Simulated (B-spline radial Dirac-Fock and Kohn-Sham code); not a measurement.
Core and valence levels of Sb²⁴⁺

System: the Sb²⁴⁺ ion, configuration [Ar] 3d9; nuclear rms radius 4.6802 fm (A = 121).

These are calculated numbers from a B-spline atomic structure program; the model is ΔSCF Dirac-Fock with Breit, self-energy and vacuum polarisation, finite nucleus, configuration average. Correlation energy is missing from these numbers. Energies are counted from the vacuum level.

All terms are in eV, carry their sign (relaxation lowers the binding energy) and add up to the binding energy; ⟨r⟩ is the mean radius of the orbital in the initial state.

```
subshell  −ε (Koopmans)  relaxation   Breit     QED  binding energy  ⟨r⟩ (bohr)
       K        31477.7      -45.60  -67.92  -34.52         31329.7       0.028
      L1         5548.8      -17.39   -6.57   -4.34          5520.5       0.122
      L2         5233.0      -20.40  -10.95    0.30          5202.0       0.103
      L3         4978.9      -19.33   -7.26   -0.18          4952.1       0.108
      M1         1701.7       -2.58   -1.18   -0.94          1697.0       0.322
      M2         1572.0       -2.94   -1.96    0.04          1567.1       0.312
      M3         1521.2       -2.69   -1.23   -0.05          1517.2       0.321
    M4,5         1297.1       -3.62   -0.59    0.05          1293.0       0.293
```

For the deepest level, K (1s), the Breit terms make up -0.217 % of the binding energy, QED -0.110 % and orbital relaxation -0.146 %.

Spin-orbit splittings: 2p 249.8 eV, 3p 49.93 eV.

Going to the tabulated ground configuration of the next ion removes an electron from M4,5 (3d), computed at 1293.0 eV. NIST lists 1285 ± 4 eV as the ionisation energy of this species (theoretical), -7.97 eV from the computed value. Where a p, d or f shell is open in either ion the computed value averages over both j values and all terms, while the table refers to the lowest levels; that difference holds spin-orbit splitting (largest in heavy or highly charged ions), term energies where several electrons share open shells, and correlation, and it can reach 10 % or more.
